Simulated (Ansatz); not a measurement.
Two members of one family (Series BeCl2L2), computed with Ansatz in the gas phase. The two geometries come from different levels. Binding counts from free atoms in the multiplicity of their measured ground term, without zero-point energy. A dash marks a value that wasn't run or was left out as unsound. The structures are stationary points that may keep the symmetry of their start. Remarks come from the PBE and PBE0 runs and from stability tests at other levels; not every state was tested. HOMO above LUMO (over both spins in singlets and doublets, within one spin in higher multiplets; at PBE or PBE0), or a gap under 0.15 eV within one spin, warns that the state may not be the lowest or that an electron is smeared out.

First: BeCl2(H2O)2 (singlet, charge 0, B3LYP-D4/def2-SVP geometry).

```xyz
9

Be   -0.2648    0.2847    0.1250
Cl   -0.3797    1.8917   -0.9915
Cl   -1.2537   -0.1400    1.7641
O     1.4188    0.1621    0.5700
H     1.4622    0.0899    1.5384
H     1.8523    0.9940    0.3133
O    -0.5965   -1.0436   -0.9594
H    -0.9250   -0.6678   -1.7929
H    -1.3136   -1.5709   -0.5669
```

```tsv
level	HOMO (eV)	LUMO (eV)	gap (eV)	vertical IE (eV)	vertical triplet (eV)	binding per atom (eV)
PBE-D4/def2-TZVP	-6.44	-1.40	5.04	9.63	5.83	3.54
BLYP-D4/def2-TZVP	-6.27	-1.45	4.82	–	–	3.47
r2SCAN-D4/def2-TZVP	-6.79	-0.73	6.06	9.85	6.31	3.52
CAM-B3LYP-D4/def2-TZVP	-9.18	0.02	9.20	–	–	3.50
ωB97M-V/def2-TZVP	-10.08	0.52	10.60	–	–	3.51
```

Remarks: gap within one spin near zero at PBE or PBE0 (triplet).

Second: BeCl2(NH3)2 (singlet, charge 0, PBE0-D4/def2-SVP geometry).

```xyz
11

Be    0.2328   -0.2859    0.5578
Cl   -0.4911   -2.0514    1.0459
Cl    1.5898    0.7040    1.5861
N    -1.1890    0.8049    0.4760
H    -1.9506    0.4899   -0.1254
H    -0.9665    1.7761    0.2606
H    -1.5450    0.7869    1.4337
N     0.9376   -0.4961   -1.0787
H     1.2451    0.3593   -1.5398
H     0.3594   -1.0385   -1.7207
H     1.7774   -1.0490   -0.8955
```

Task: Estimate the same table for the second.

Result: 
```tsv
level	HOMO (eV)	LUMO (eV)	gap (eV)	vertical IE (eV)	vertical triplet (eV)	binding per atom (eV)
PBE-D4/def2-TZVP	-5.82	-1.27	4.55	8.97	5.48	3.48
BLYP-D4/def2-TZVP	-5.64	-1.30	4.34	–	–	3.43
r2SCAN-D4/def2-TZVP	-6.16	-0.57	5.59	9.18	5.95	3.43
CAM-B3LYP-D4/def2-TZVP	-8.53	0.09	8.63	–	–	3.45
ωB97M-V/def2-TZVP	-9.45	0.57	10.02	–	–	3.45
```

Remarks: gap within one spin near zero at PBE or PBE0 (+1 doublet), gap within one spin near zero at PBE or PBE0 (triplet).
